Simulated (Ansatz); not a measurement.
Pulling the pair apart

The pair of Br⁻ (SMILES [Br-], atom 1) and PH3 (SMILES P, atoms 2–5), both closed shells, in one local arrangement (a lower one may exist), relaxed at PBE0-D4/def2-TZVPD:

```json
{"atom": "Br1", "x (Å)": "0.1181", "y (Å)": "-0.3726", "z (Å)": "-2.9095"}
{"atom": "P2", "x (Å)": "-0.5650", "y (Å)": "0.1363", "z (Å)": "0.9287"}
{"atom": "H3", "x (Å)": "0.3352", "y (Å)": "-0.8780", "z (Å)": "1.3561"}
{"atom": "H4", "x (Å)": "0.4028", "y (Å)": "1.1643", "z (Å)": "1.0982"}
{"atom": "H5", "x (Å)": "-0.2911", "y (Å)": "-0.0499", "z (Å)": "-0.4734"}
```

PH3 is shifted rigidly along the line between the mean atom positions of the two fragments (negative: closer). Counterpoise interaction energies in kJ/mol. Computed with Ansatz 0.2.0 (basis: def2-TZVPPD); correlated methods freeze the cores. Filled d shells of the heavier atoms are correlated. The def2 sets are not built for correlating such inner shells, so the correlated values are less sure here. B3LYP uses VWN-RPA correlation.

```json
{"shift (Å)": "-0.25", "HF": "7.3", "wB97M-V": "-15.3", "B3LYP-D4": "-19.7"}
{"shift (Å)": "-0.12", "HF": "-0.6", "wB97M-V": "-19.3", "B3LYP-D4": "-22.9"}
{"shift (Å)": "0.00", "HF": "-5.8", "wB97M-V": "-21.3", "B3LYP-D4": "-24.2"}
{"shift (Å)": "0.12", "HF": "-9.0", "wB97M-V": "-21.9", "B3LYP-D4": "-24.3"}
{"shift (Å)": "0.30", "HF": "-11.4", "wB97M-V": "-21.2", "B3LYP-D4": "-23.1"}
{"shift (Å)": "0.62", "HF": "-12.2", "wB97M-V": "-18.2", "B3LYP-D4": "-19.4"}
{"shift (Å)": "1.25", "HF": "-9.6", "wB97M-V": "-11.9", "B3LYP-D4": "-12.5"}
{"shift (Å)": "2.49", "HF": "-5.0", "wB97M-V": "-5.3", "B3LYP-D4": "-5.8"}
```

Question: What does CCSD(T) give at these shifts? (To be estimated.)

Answer: Computed: -13.0, -17.4, -19.6, -20.4, -20.1, -17.6, -11.8, -5.4 kJ/mol. For zero shift, CCSD(T) at an estimated basis limit (MP2 extrapolated from triple and quadruple zeta, plus CCSD(T) − MP2 in triple zeta) gives -23.6 kJ/mol. These are counterpoise interaction energies, counted from the two frozen fragments.

T1 diagnostic: at most 0.010.

For scale, one of the runs: CCSD(T)/def2-TZVPPD, 156 basis functions, launched by `ansatz run in.yaml --threads 2 --pin off --events-out ev --progress --plain --max-ram 5222MiB`. Time: 33 s of wall clock on 2 CPU threads of an Arm Neoverse V1; the host was shared. Peak host memory: 1 GiB.
